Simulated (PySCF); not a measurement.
Computed shifts of a molecule C₅H₁₂Si, PySCF with KT2/pcSseg-1, GIAO, gas phase, atoms alike by connectivity averaged where their shifts nearly agree, in ppm (number of nuclei): ²⁹Si: -73.8 (1). ¹³C: 43.1 (1), 40.8 (1), 37.0 (1), 24.6 (1), 21.7 (1). ¹H: 4.08 (3), 2.64 (1), 2.54 (1), 2.48 (1), 2.18 (1), 2.06 (1), 1.96 (1), 1.87 (1), 1.47 (1), 0.98 (1). References: ²⁹Si against TMS (σ = 361.9 ppm); ¹³C against TMS (σ = 185.1 ppm); ¹H against TMS (σ = 31.47 ppm), references at their B3LYP-D3(BJ)/def2-TZVP geometries, non-relativistic. Geometry optimised at r2SCAN-D4/def2-SVP. The values are those of a single conformer.

Task: Which structure fits?
A. C/C=C(\C)C[SiH3]
B. [SiH3]CC1CCC1
C. C/C=C/[C@H](C)[SiH3]
D. C=C(CC)C[SiH3]

Result: B, [SiH3]CC1CCC1
